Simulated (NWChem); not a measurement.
Species: AlH$_{2}$I; SMILES [AlH2][I]

```xyz
4

Al     0.0000     0.0000    -1.9070
H      0.0000     1.3996    -2.6427
H      0.0000    -1.3996    -2.6427
I      0.0000     0.0000     0.5675
```
Atoms are numbered in this order, from 1.

Coordinates come from a PBE0/def2-SVP optimisation. def2 effective core potentials on I; no spin-orbit coupling.

Symmetry labels are those of C2v in the frame above (b1 and b2, or b-type labels, depend on it).

Task: List the 4 lowest vertical singlet excitations and the 4 lowest triplet ones from PBE0/def2-SVP with def2 effective core potentials on I, TDA (NWChem).

Result: 
```csv
state,energy (eV),oscillator strength,symmetry,leading excitation (squared amplitude)
S1,4.43,0.000,a2,HOMO → LUMO (1.00)
S2,5.24,0.077,a1,HOMO−1 → LUMO (0.94)
S3,5.80,0.001,b1,HOMO−2 → LUMO (0.99)
S4,5.84,0.000,a2,HOMO−3 → LUMO (1.00)
T1,4.27,spin-forbidden,a2,HOMO → LUMO (0.97)
T2,4.49,spin-forbidden,a1,HOMO−1 → LUMO (0.99)
T3,5.38,spin-forbidden,b1,HOMO−2 → LUMO (0.96)
T4,5.38,spin-forbidden,a2,HOMO−3 → LUMO (0.97)
```
